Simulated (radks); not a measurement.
Values are calculated unless marked as measured or tabulated.
Spherical quantum dot in the effective-mass picture: electrons in a well V = -V0 / (1 + exp((r - R)/a)) with V0 = 24.4, R = 2.14, a = 0.16, all in effective atomic units (hartree* = m*/eps^2 hartree, bohr* = eps/m* bohr), one dielectric constant everywhere. Level of theory: non-relativistic Kohn-Sham, PBEsol, spin-polarised, spherical densities (a radial shooting solver with Libxc functionals). Levels are named by radial order and angular momentum (1s, 1p, 1d, 2s, ...), and open shells are averaged over m.

N = 31, configuration 1s2 1p6 1d10 1f(up 7, down 6). This is the lowest configuration that the search found. Occupied and some empty levels:

| level | occupation | eigenvalue (hartree*) | <r> (bohr*) |
|---|---|---|---|
| 1s up | 1 | -4.0875 | 1.342 |
| 1s down | 1 | -4.0729 | 1.340 |
| 1p up | 3 | -3.3939 | 1.448 |
| 1p down | 3 | -3.3774 | 1.447 |
| 1d up | 5 | -2.3170 | 1.529 |
| 1d down | 5 | -2.2993 | 1.529 |
| 1f up | 7 | -0.92154 | 1.596 |
| 1f down | 6 | -0.90312 | 1.596 |
| 2s up | 0 | -0.80648 | 1.063 |
| 2s down | 0 | -0.79955 | 1.064 |

Energy (hartree*): total -343.620, kinetic 95.783, external -702.52, Hartree 287.79, exchange-correlation -24.679.

Electron density:

| r (bohr*) | n(r) (e/bohr*^3) |
|---|---|
| 0.141 | 0.07916 |
| 0.298 | 0.1014 |
| 0.455 | 0.1489 |
| 0.612 | 0.2369 |
| 0.769 | 0.3850 |
| 0.926 | 0.6077 |
| 1.08 | 0.8944 |
| 1.24 | 1.186 |
| 1.40 | 1.368 |
| 1.55 | 1.316 |
| 1.71 | 0.9976 |
| 1.87 | 0.5556 |
| 2.02 | 0.2157 |
| 2.18 | 0.05923 |
| 2.34 | 0.01263 |
| 2.50 | 0.002396 |
| 2.65 | 0.0004344 |
| 2.81 | 0.00007987 |
| 2.97 | 0.00001512 |
| 3.12 | 2.976e-06 |
